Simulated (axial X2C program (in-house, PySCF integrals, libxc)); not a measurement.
Potential curves of RuH, two-component

Computed with an in-house all-electron X2C program for linear molecules (integrals from PySCF). Two-component (2c) means X2C with spin–orbit coupling and atomic mean-field two-electron Coulomb and Gaunt terms. Basis: Ru dyall-cv3z [12s12p8d5f3g], H dyall-v3z [6s2p1d] (cores contracted in-house); Gaussian nuclei, density fitting, unrestricted open shells. Masses: Ru 101.904 u, H 1.008 u.

State: Ω = 3/2 (⟨Sz⟩ = 1.49, ⟨Lz⟩ = 0.01 at PBE0). Energies in cm⁻¹ from the lowest point of each curve. Fits are polynomials in 1 − R0/R over 0.85 to 1.23 times the lowest point R0.

```json
{"R (Å)": "1.3789", "PBE0": "3337", "HF": "5616", "CCSD": "", "r2SCAN": "3410"}
{"R (Å)": "1.4424", "PBE0": "1429", "HF": "3111", "CCSD": "1558", "r2SCAN": "1453"}
{"R (Å)": "1.4899", "PBE0": "583", "HF": "1818", "CCSD": "669", "r2SCAN": "588"}
{"R (Å)": "1.5374", "PBE0": "132", "HF": "923", "CCSD": "176", "r2SCAN": "129"}
{"R (Å)": "1.5850", "PBE0": "0", "HF": "356", "CCSD": "0", "r2SCAN": "0"}
{"R (Å)": "1.6405", "PBE0": "169", "HF": "32", "CCSD": "114", "r2SCAN": "183"}
{"R (Å)": "1.6960", "PBE0": "610", "HF": "0", "CCSD": "496", "r2SCAN": "646"}
{"R (Å)": "1.7673", "PBE0": "1474", "HF": "289", "CCSD": "1282", "r2SCAN": "1546"}
{"R (Å)": "1.8544", "PBE0": "2843", "HF": "1009", "CCSD": "", "r2SCAN": "2968"}
{"R (Å)": "1.9812", "PBE0": "5192", "HF": "2509", "CCSD": "", "r2SCAN": "5394"}
```

Correlated methods: 9 electrons correlated (number of frozen shells: Ru 4 s, 3 p, 1 d; H none), 222 virtual spin orbitals or spinors in MP2, 90 natural virtuals in coupled cluster.

The state is one determinant whose occupation by symmetry is held fixed; it was picked as the lowest of a PBE0 search that is not exhaustive. Density functionals use the spin component along the axis (collinear). CCSD ran in a truncated set of natural virtual spinors with an MP2 remainder; without triples it tends to underbind. PBE0 can misorder states that lie within some tenths of an eV, so this need not be the ground state of the molecule. The nearest other 2c determinant of the search, Ω = 9/2, lies 0.20 eV up at the distance of the search. With several unpaired electrons one determinant need not be a pure state. This is the top spin component of a Σ state; components of lower Ω are not single determinants and can lie lower. The determinant is spin-polarised beyond a pure state at some levels (its spin-free form has ⟨S²⟩ too high), which makes Re and μ there less reliable. Coupled cluster ran on the points near the minimum only. MP2 and coupled cluster on one determinant become unreliable at the stretched end.

Problem. Fit the PBE0 curve near its minimum: give the equilibrium distance and the harmonic wavenumber.

Solution. At PBE0, 2c: Re = 1.584 Å, ωe ≈ 1970 cm⁻¹; Be follows as 6.74 cm⁻¹.

Problem. Fit the HF curve near its minimum: give the equilibrium distance and the harmonic wavenumber.

Solution. At HF, 2c: Re = 1.675 Å, ωe ≈ 1660 cm⁻¹; Be follows as 6.02 cm⁻¹.

Problem. Fit the CCSD curve near its minimum: give the equilibrium distance and the harmonic wavenumber.

Solution. At CCSD, 2c: Re = 1.592 Å, ωe ≈ 1910 cm⁻¹; Be follows as 6.66 cm⁻¹.

Problem. Fit the r2SCAN curve near its minimum: give the equilibrium distance and the harmonic wavenumber.

Solution. At r2SCAN, 2c: Re = 1.583 Å, ωe ≈ 2000 cm⁻¹; Be follows as 6.75 cm⁻¹.
